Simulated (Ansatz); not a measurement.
Steps of a relaxation of `N[Si@H](O)N[Si@@H](N)F` with RKS PBE0-D4/def2-TZVP.

```sh
$ ansatz run in.yaml --threads 2 --pin off --events-out ev --progress --plain --max-ram 22528MiB --backend cuda --devices 0, --max-vram 18GiB
```

```yaml
crystal:
  periodic: [false, false, false]
  atoms:
    - {symbol: N, position_ang: [-1.222680, -0.246290, -2.344070]}
    - {symbol: Si, position_ang: [-0.014270, 0.426960, -1.314180]}
    - {symbol: O, position_ang: [1.175500, -0.664560, -1.231110]}
    - {symbol: N, position_ang: [-0.750800, 0.606290, 0.255500]}
    - {symbol: Si, position_ang: [0.000470, 0.391250, 1.775040]}
    - {symbol: N, position_ang: [0.986320, -1.020460, 1.662660]}
    - {symbol: F, position_ang: [1.104240, 1.527520, 2.094750]}
    - {symbol: H, position_ang: [-2.011630, 0.325670, -2.593890]}
    - {symbol: H, position_ang: [-0.888320, -0.733030, -3.158670]}
    - {symbol: H, position_ang: [0.541190, 1.715570, -1.743080]}
    - {symbol: H, position_ang: [1.491930, -0.855480, -0.344380]}
    - {symbol: H, position_ang: [-1.647040, 1.058280, 0.262850]}
    - {symbol: H, position_ang: [-0.982250, 0.514010, 2.838400]}
    - {symbol: H, position_ang: [1.693430, -1.151790, 2.368700]}
    - {symbol: H, position_ang: [0.523910, -1.893930, 1.471490]}
basis:
  gaussian: {orbitals: def2-TZVP}
hamiltonian: {xc: pbe0, dispersion: d4}
relax: {f_tol: 0.005, max_steps: 150}
```

Positions (Å) and forces (eV/Å) along the path, 10 of 21 steps:

```xyz
15
step=1 energy=-25114.8107 eV
N    -1.223   -0.246   -2.344    0.241    0.290    0.120
Si   -0.014    0.427   -1.314   -0.746   -0.444    0.150
O     1.175   -0.665   -1.231    0.345   -0.148   -0.334
N    -0.751    0.606    0.256    0.522   -0.098    0.372
Si    0.000    0.391    1.775    0.752    0.497   -0.852
N     0.986   -1.020    1.663   -0.194    0.116    0.057
F     1.104    1.528    2.095   -0.314   -0.269    0.046
H    -2.012    0.326   -2.594   -0.138    0.069   -0.088
H    -0.888   -0.733   -3.159    0.042   -0.108   -0.139
H     0.541    1.716   -1.743    0.012    0.317   -0.182
H     1.492   -0.855   -0.344    0.114   -0.125    0.386
H    -1.647    1.058    0.263   -0.283    0.117    0.075
H    -0.982    0.514    2.838   -0.359   -0.075    0.368
H     1.693   -1.152    2.369    0.088    0.020    0.039
H     0.524   -1.894    1.471   -0.083   -0.162   -0.020
15
step=5 energy=-25114.8796 eV rejected
N    -1.244   -0.188   -2.377   -0.197   -0.346   -1.220
Si   -0.067    0.476   -1.326    0.208   -0.001   -0.176
O     1.209   -0.545   -1.238   -0.158   -0.014    0.310
N    -0.692    0.680    0.282   -0.096   -0.024    0.110
Si    0.048    0.386    1.774   -0.065   -0.055    0.104
N     0.990   -1.055    1.634   -0.031   -0.175    0.098
F     1.137    1.469    2.213    0.036    0.055   -0.006
H    -1.790    0.456   -2.975    0.631   -0.829    0.530
H    -0.962   -1.049   -2.893   -0.492    1.192    0.651
H     0.357    1.808   -1.827   -0.035    0.021   -0.027
H     1.353   -0.873   -0.328    0.090    0.043   -0.181
H    -1.613    1.096    0.344    0.025   -0.010   -0.035
H    -0.992    0.404    2.833    0.039   -0.001   -0.036
H     1.779   -1.129    2.265   -0.050   -0.009   -0.085
H     0.487   -1.937    1.617    0.094    0.153   -0.037
15
step=6 energy=-25114.9143 eV
N    -1.229   -0.213   -2.368   -0.007    0.037   -0.188
Si   -0.056    0.471   -1.321    0.040   -0.066   -0.094
O     1.219   -0.545   -1.226   -0.060    0.022    0.054
N    -0.704    0.671    0.281   -0.015    0.009    0.065
Si    0.044    0.394    1.775    0.005   -0.073   -0.007
N     0.970   -1.057    1.644   -0.002   -0.021    0.021
F     1.153    1.475    2.174   -0.030    0.013    0.037
H    -1.856    0.395   -2.877    0.114   -0.110    0.029
H    -0.922   -0.979   -2.956   -0.091    0.097    0.146
H     0.370    1.802   -1.821   -0.017    0.033   -0.016
H     1.399   -0.864   -0.325    0.012    0.010   -0.011
H    -1.616    1.105    0.332   -0.006   -0.005   -0.004
H    -0.990    0.433    2.838    0.049    0.032   -0.006
H     1.751   -1.157    2.277   -0.006   -0.008   -0.017
H     0.468   -1.931    1.574    0.015    0.030   -0.010
15
step=13 energy=-25115.0360 eV
N    -1.269   -0.027   -2.407   -0.042   -0.067   -0.051
Si   -0.041    0.487   -1.341   -0.001   -0.004   -0.008
O     1.250   -0.509   -1.217   -0.008    0.019   -0.005
N    -0.705    0.598    0.267   -0.032    0.020   -0.053
Si    0.026    0.338    1.774   -0.061    0.013    0.069
N     1.048   -1.042    1.638    0.062   -0.040    0.052
F     1.037    1.485    2.245   -0.009   -0.018   -0.031
H    -1.306    0.357   -3.340    0.007   -0.108    0.146
H    -1.647   -0.964   -2.367    0.043    0.177   -0.046
H     0.370    1.807   -1.878    0.011   -0.013    0.011
H     1.463   -0.786   -0.309    0.008    0.005   -0.005
H    -1.625    1.018    0.301    0.011   -0.003   -0.002
H    -1.031    0.292    2.815    0.029   -0.002   -0.034
H     1.816   -1.107    2.291   -0.018    0.000   -0.037
H     0.615   -1.948    1.526   -0.001    0.020   -0.007
15
step=14 energy=-25115.0346 eV rejected
N    -1.276   -0.001   -2.376   -0.101   -0.088   -0.176
Si   -0.022    0.499   -1.339   -0.004   -0.027   -0.047
O     1.278   -0.486   -1.224   -0.003    0.021    0.050
N    -0.715    0.576    0.250    0.008    0.051    0.199
Si    0.015    0.331    1.759   -0.019   -0.009    0.089
N     1.045   -1.045    1.634    0.001    0.006   -0.007
F     1.023    1.485    2.218   -0.003    0.006   -0.014
H    -1.272    0.275   -3.343    0.052    0.089   -0.062
H    -1.713   -0.905   -2.278    0.031    0.014    0.093
H     0.405    1.822   -1.853   -0.010   -0.012   -0.045
H     1.483   -0.770   -0.317    0.024   -0.018   -0.028
H    -1.637    0.992    0.278    0.007   -0.006   -0.023
H    -1.040    0.290    2.801    0.014   -0.005   -0.025
H     1.808   -1.112    2.293   -0.012   -0.015   -0.022
H     0.617   -1.949    1.497    0.016   -0.003    0.016
15
step=16 energy=-25115.0396 eV
N    -1.276   -0.011   -2.393   -0.014    0.002   -0.004
Si   -0.034    0.495   -1.341    0.009   -0.009    0.011
O     1.263   -0.492   -1.219    0.011    0.007    0.006
N    -0.710    0.597    0.261   -0.014    0.007    0.000
Si    0.016    0.330    1.770    0.003    0.000    0.007
N     1.047   -1.044    1.635    0.016   -0.018    0.000
F     1.022    1.481    2.240    0.002    0.005   -0.001
H    -1.262    0.295   -3.352    0.001    0.002   -0.009
H    -1.702   -0.920   -2.306    0.000    0.001    0.003
H     0.388    1.811   -1.877    0.001   -0.006   -0.005
H     1.472   -0.779   -0.314   -0.003    0.000   -0.005
H    -1.629    1.018    0.291    0.002    0.000    0.002
H    -1.041    0.274    2.806   -0.009    0.003    0.001
H     1.825   -1.103    2.276   -0.003    0.005    0.000
H     0.621   -1.952    1.522   -0.001    0.001   -0.005
15
step=17 energy=-25115.0397 eV
N    -1.276   -0.010   -2.393   -0.001    0.002    0.016
Si   -0.034    0.494   -1.339    0.001    0.009   -0.008
O     1.264   -0.491   -1.215   -0.001    0.001   -0.005
N    -0.711    0.597    0.263   -0.004   -0.002   -0.008
Si    0.016    0.331    1.771    0.002    0.001   -0.006
N     1.049   -1.043    1.633   -0.006    0.003    0.001
F     1.021    1.483    2.240   -0.003   -0.004    0.003
H    -1.259    0.292   -3.354    0.004    0.005   -0.008
H    -1.706   -0.917   -2.303   -0.007   -0.010    0.002
H     0.389    1.808   -1.878    0.002   -0.001   -0.001
H     1.470   -0.781   -0.311    0.009    0.004    0.004
H    -1.630    1.019    0.292    0.002   -0.002    0.002
H    -1.042    0.274    2.806    0.003   -0.001    0.003
H     1.823   -1.105    2.279    0.007    0.001    0.001
H     0.625   -1.950    1.511   -0.007   -0.007    0.005
15
step=19 energy=-25115.0398 eV
N    -1.277   -0.011   -2.390    0.003   -0.002   -0.002
Si   -0.033    0.499   -1.340   -0.005    0.003   -0.003
O     1.272   -0.478   -1.216    0.001    0.000    0.000
N    -0.710    0.600    0.261    0.001    0.001    0.001
Si    0.016    0.329    1.769    0.002    0.000   -0.002
N     1.045   -1.047    1.632   -0.002    0.006    0.003
F     1.023    1.478    2.240   -0.002   -0.003    0.000
H    -1.254    0.279   -3.354   -0.001   -0.001    0.004
H    -1.710   -0.915   -2.291    0.002    0.003    0.000
H     0.387    1.813   -1.884   -0.002   -0.001   -0.001
H     1.474   -0.775   -0.313    0.001   -0.003    0.000
H    -1.629    1.020    0.291    0.000    0.000    0.000
H    -1.043    0.272    2.804    0.001    0.000    0.000
H     1.822   -1.107    2.274    0.000   -0.003    0.000
H     0.618   -1.955    1.517    0.001   -0.001   -0.001
15
step=20 energy=-25115.0398 eV
N    -1.275   -0.014   -2.388   -0.004   -0.003   -0.001
Si   -0.032    0.501   -1.341    0.005    0.000   -0.003
O     1.277   -0.470   -1.216   -0.003    0.002   -0.005
N    -0.709    0.602    0.261   -0.005    0.003   -0.005
Si    0.016    0.329    1.769    0.011   -0.001    0.001
N     1.043   -1.049    1.632   -0.005   -0.002   -0.002
F     1.026    1.475    2.241   -0.002    0.000    0.004
H    -1.256    0.273   -3.353    0.001    0.000    0.002
H    -1.709   -0.918   -2.285    0.001    0.001    0.000
H     0.382    1.815   -1.887    0.000   -0.001    0.002
H     1.477   -0.773   -0.315    0.002    0.000    0.007
H    -1.627    1.023    0.291   -0.001   -0.002    0.001
H    -1.043    0.274    2.804    0.000    0.001   -0.001
H     1.817   -1.114    2.276   -0.001    0.001   -0.001
H     0.614   -1.955    1.512    0.000    0.000    0.001
15
step=21 energy=-25115.0398 eV
N    -1.275   -0.015   -2.387   -0.002   -0.001   -0.002
Si   -0.032    0.502   -1.341    0.003   -0.001    0.001
O     1.278   -0.468   -1.216   -0.002    0.002   -0.003
N    -0.708    0.603    0.261   -0.001    0.001   -0.002
Si    0.016    0.329    1.769    0.003    0.001    0.000
N     1.042   -1.050    1.631   -0.001   -0.001   -0.001
F     1.027    1.474    2.242   -0.001   -0.001    0.001
H    -1.255    0.270   -3.353    0.000    0.000    0.001
H    -1.709   -0.919   -2.282    0.001    0.000    0.000
H     0.382    1.816   -1.888    0.000    0.000    0.000
H     1.477   -0.771   -0.314    0.000   -0.001    0.003
H    -1.628    1.024    0.291    0.000   -0.001    0.001
H    -1.043    0.274    2.803    0.000    0.000    0.000
H     1.816   -1.115    2.275    0.000    0.000    0.000
H     0.612   -1.956    1.510    0.000    0.001    0.000
```

Run time 45 s (2 threads of an AMD EPYC 7R13 on a shared host and a share of an NVIDIA H100 80 GB); peak host memory 0.91 GiB.
